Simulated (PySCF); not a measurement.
**How methods differ on the ionisation energy of Sr**

Sr [Kr] 5s2 (1S) → Sr⁺ [Kr] 5s1 (2S), as a difference of total energies. All numbers are calculated (PySCF 2.14, scalar relativity through the core potential, in def2-TZVP with the def2 core potential (28 electrons) (6s4p3d, 33 functions)). Correlated levels: valence: 4s2 4p6 frozen. The calculations carry no spin-orbit coupling.

| method | ionisation energy (eV) |
| --- | --- |
| UHF | 4.744 |
| MP2 (valence) | 5.217 |
| SCS-MP2 (valence) | 5.312 |
| CCSD (valence) | 5.443 |

Estimate what LDA gives.

5.869 eV, closest to CCSD (valence) among the rows shown.

Estimate what PBE gives.

5.705 eV, closest to CCSD (valence) among the rows shown.

Errors of the correlated levels include the incompleteness of this basis and the frozen core.

With two correlated electrons CCSD is exact in that space.

For comparison: 5.695 eV (measured; NIST Atomic Spectra Database, ionization energies).
